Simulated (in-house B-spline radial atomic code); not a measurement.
Relativistic effects in the cobalt ion Co²⁺, [Ar] 3d7: non-relativistic Hartree-Fock (point nucleus) against Dirac-Hartree-Fock (Fermi nucleus of rms radius 3.7875 fm), both averages of the configuration, computed with a B-spline radial code for spherical atoms.

```tsv
orbital	ε NR (Eh)	ε Dirac (Eh)	<r> NR (bohr)	<r> Dirac (bohr)	change of <r> (%)
1s1/2	-283.78	-286.63	0.05688	0.05616	-1.3
2s1/2	-35.567	-36.181	0.2573	0.2539	-1.3
2p1/2	-30.823	-31.318	0.2257	0.2224	-1.5
2p3/2	-30.823	-30.764	0.2257	0.2254	-0.1
3s1/2	-5.2178	-5.3203	0.7834	0.7745	-1.1
3p1/2	-3.7069	-3.7803	0.8221	0.8123	-1.2
3p3/2	-3.7069	-3.7077	0.8221	0.8213	-0.1
3d3/2	-1.3436	?	0.9971	?	?
3d5/2	-1.3436	?	0.9971	?	?
```

Task: What happens to 3d3/2?

Result: Its energy goes to -1.3385 hartree and <r> to 0.9985 bohr (+0.15 %).

Task: What happens to 3d5/2?

Result: Its energy goes to -1.3307 hartree and <r> to 1.004 bohr (+0.66 %).

Task: What explains the pattern of contraction and expansion?

Result: Expansion is seen in 3d3/2, 3d5/2. The s and p1/2 orbitals contract directly, screen the nucleus better, and so push out orbitals that have little density near the nucleus; spin-orbit coupling adds to this for j = l + 1/2 and opposes it for j = l - 1/2.

Task: By how much does the total energy change?

Result: By -10.682 hartree, from -1380.492 to -1391.174.
